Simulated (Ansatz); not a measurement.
The cluster Ba₂S₂⁻, relaxed as a doublet with UKS r2SCAN-D4/def2-SVPD in Ansatz, starting from the GFN2-xTB geometry. Force threshold 0.02 eV/Å.

In the def2 sets Ba takes a core potential; there is no spin–orbit coupling. The highest occupied level of the charge -1 doublet lies above zero (up to 0.51 eV). The electron is either unbound and held by the finite basis, or the level is raised by self-interaction error. The gap within one spin of the charge -1 doublet nearly closes, so an electron or hole may be smeared out by delocalisation error. The structure comes from a short search, and lower isomers may exist.

Start:

Cartesian coordinates in Å:
```
Ba -0.846 -0.646 1.743
Ba 0.842 0.649 -1.742
S 0.108 1.818 0.732
S -0.104 -1.822 -0.733
```

**Question.** Estimate the energy that the relaxation releases and the steps that it takes.

**Answer.** 0.01 eV, in 5 steps; 35 s on 2 threads of Intel Xeon Platinum 8259CL on a shared host. No frequencies were taken in this run, so the end may be a saddle point.

**Question.** Does the start keep its bonding and symmetry?

**Answer.** By distances, no bond broke or formed. The bond that changes most is Ba1–S3, from 2.83 to 2.85 Å (atoms count from 1). The end is the same structure that another start reached, the lowest one found. Point group D2h at the start, D2h at the end, both within 0.05 Å.

**Question.** Predict the relaxed structure.

**Answer.** 
Cartesian coordinates in Å:
```
Ba -0.837 -0.644 1.726
Ba 0.837 0.644 -1.726
S 0.109 1.863 0.748
S -0.109 -1.863 -0.748
```
Bond lengths (bridged metal pairs left out): 4 × Ba–S 2.85 Å.
